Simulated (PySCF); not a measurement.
**Basis-set dependence of BeH⁺ at CCSD(T)**

PySCF, RHF reference; singlet, unpaired electrons none; De to Be⁺ + H without counterpoise correction. Frozen cores follow the default of each basis and core potential.

```json
{"basis": "def2-SVP", "relativity": "no relativity", "functions": "14", "Re (Å)": "1.324", "ωe (cm⁻¹)": "2170", "De (eV)": "2.86", "frozen orbitals": "0"}
{"basis": "def2-SVPD", "relativity": "no relativity", "functions": "20", "Re (Å)": "1.317", "ωe (cm⁻¹)": "2205", "De (eV)": "2.94", "frozen orbitals": "0"}
{"basis": "pcseg-2", "relativity": "no relativity", "functions": "29", "Re (Å)": "1.310", "ωe (cm⁻¹)": "2190", "De (eV)": "3.10", "frozen orbitals": "0"}
```

Question: How does each smaller set differ from the one with most functions, pcseg-2?

Answer: def2-SVP: +1.4 pm, -0.9 % in ωe, -0.24 eV in De; def2-SVPD: +0.7 pm, +0.7 % in ωe, -0.16 eV in De. All at CCSD(T); the set with most functions is neither the basis-set limit nor always the best.

Correlated steps freeze no core orbitals. Correlated levels converge slowly with the basis: in double zeta they bind strong bonds too weakly, by up to about 1 eV, and carry superposition errors of some tenths. For an ion De counts to the pair picked by the measured ionisation energies or electron affinities, which need not be the lowest pair at this level. Where the molecule has an RHF reference, its open-shell atoms are computed with UHF.
